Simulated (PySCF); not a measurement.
Vertical excitations of a molecule CH6FNOSi from TDA-PBE0/def2-SVPD run with PySCF, as energy in eV (oscillator strength): 6.86 (0.039), 7.79 (0.009), 7.96 (0.088), 8.28 (0.005), 8.58 (0.002), 8.69 (0.021), 8.96 (0.032), 9.28 (0.065), 9.38 (0.050), 9.45 (0.015). Lowest triplet (TDA): 6.51 eV. Geometry optimised at ωB97X-D3(BJ)/def2-SVP. Other conformers were not sampled.

Q: Identify the compound among the candidates.
A) CN[Si@H](O)F
B) C[Si](N)(O)F
C) NC[Si@@H](O)F
D) CO[Si@H](N)F

A: B, C[Si](N)(O)F
